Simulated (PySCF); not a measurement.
C₂H₇ClS₂Si, SMILES CS[SiH](Cl)SC.

The structure is a stationary point at PBE-D3(BJ)/def2-SVP. Other conformers were not sampled.

Two levels are set side by side: PBE/def2-TZVP (PySCF) and HF/def2-TZVP (PySCF). Same geometry, gas phase. Differences are taken from unrounded values.

```csv
quantity,HF
orbital gap (eV),12.99
highest occupied level (eV),-10.00
lowest empty level (eV),3.00
dipole moment (D),3.19
mean polarisability (bohr³),95.7
```

Question: What does PBE give, and how far is it from HF? (The exact figures need the calculation; the answer reports its results.)

Answer: 
```csv
quantity,PBE,PBE minus HF
orbital gap (eV),4.79,-8.21
highest occupied level (eV),-6.00,4.00
lowest empty level (eV),-1.21,-4.21
dipole moment (D),2.82,-0.37
mean polarisability (bohr³),105.4,9.8
```

Without exact exchange PBE keeps part of each electron's self-repulsion, which lifts occupied levels and narrows the gap. Loosely held outer electrons make PBE densities more polarisable. Differences between two approximate levels are no errors against the true value.

Rough cost on one machine, each run with all the roots and properties that it gave: HF against PBE about 1/2.
